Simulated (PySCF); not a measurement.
Sn(Cl)3(OSiH3) (Cl₃H₃OSiSn), SMILES [SiH3][O][Sn]([Cl])([Cl])[Cl]. Atoms are numbered in the order given.

```xyz
9

Si    -2.9916    -0.5375     0.0000
O     -1.3828    -1.0149     0.0000
Sn     0.3043    -0.0274     0.0000
Cl    -0.2020     2.2577     0.0000
Cl     1.5167    -0.5922     1.9103
Cl     1.5167    -0.5922    -1.9103
H     -3.2994     0.2734    -1.2127
H     -3.2994     0.2734     1.2127
H     -3.8082    -1.7797     0.0000
```

The structure is a stationary point at B3LYP-D3(BJ)/def2-SVP. The def2 effective core potentials stand for the cores of Sn; spin–orbit coupling is left out. One conformer was computed; it need not be the lowest.

Method: PySCF 2.14.0 with TDDFT-PBE/def2-SVPD.

Vertical excitations. Gas-phase values at a fixed geometry. State labels are in the subgroup Cs.

Computed lowest excited states:
```
state  symmetry  energy (eV)  λ (nm)      f         main pairs
-----  --------  -----------  ------  -----  -----------------
S1           A"         3.35     370  0.003    HOMO→LUMO 100 %
S2           A'         3.73     332  0.036   HOMO−1→LUMO 98 %
S3           A"         4.01     309  0.000  HOMO−2→LUMO 100 %
S4           A'         4.15     299  0.005   HOMO−3→LUMO 97 %
S5           A"         4.19     296  0.008   HOMO−4→LUMO 95 %
S6           A"         4.41     281  0.016   HOMO−5→LUMO 94 %
S7           A'         4.44     280  0.019   HOMO−6→LUMO 95 %
S8           A'         4.47     277  0.021   HOMO−7→LUMO 98 %
S9           A"         5.22     238  0.025   HOMO−8→LUMO 94 %
S10          A'         5.36     231  0.040   HOMO−9→LUMO 93 %
T1           A"         3.19     388      0    HOMO→LUMO 100 %
T2           A'         3.45     360      0   HOMO−1→LUMO 99 %
T3           A"         3.72     333      0  HOMO−2→LUMO 100 %
T4           A'         3.85     322      0   HOMO−3→LUMO 99 %
```
Triplets are in the Tamm–Dancoff approximation, which puts them higher than full response would, so one can lie above its singlet here.
